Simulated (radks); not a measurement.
Charge is removed step by step from the 5s down level of Ce+, starting from [Kr] 4d10 4f1 5s(up 1, down 1) 5p6 5d2. Method: scalar-relativistic Kohn-Sham, r2SCAN, spin-polarised, spherical densities, finite nucleus; open shells are filled with parallel spins first (spin-orbit coupling, left out, can overturn this in heavy ions); meta-GGA in the generalised Kohn-Sham scheme; Fermi nuclear charge, rms radius 4.8771 fm; computed with a radial shooting solver on a logarithmic mesh with Libxc functionals.

removed (e)  E - E(0) (eV)  eigenvalue (eV)  E minus straight line (eV)
0                    0.000          -44.696                       0.000
0.125                5.660          -45.912                      -0.557
0.25                11.474          -47.155                      -0.961
0.375               17.444          -48.423                      -1.207
0.5                 23.574          -49.711                      -1.294
0.625               29.867          -51.018                      -1.219
0.75                36.324          -52.340                      -0.979
0.875               42.947          -53.677                      -0.574
1                   49.738          -55.026                       0.000

Removing the whole electron costs 49.738 eV by Delta-SCF, against 44.696 eV from minus the eigenvalue at the starting occupation. Slater's transition state (half an electron removed) gives 49.711 eV. Integrating minus the eigenvalue over the occupation (Janak's theorem) gives 49.760 eV. In this scalar-relativistic scheme the density is built from large components alone, so the theorem holds only approximately. The mean slope of the eigenvalue, de/dn, is 10.3 eV per electron.
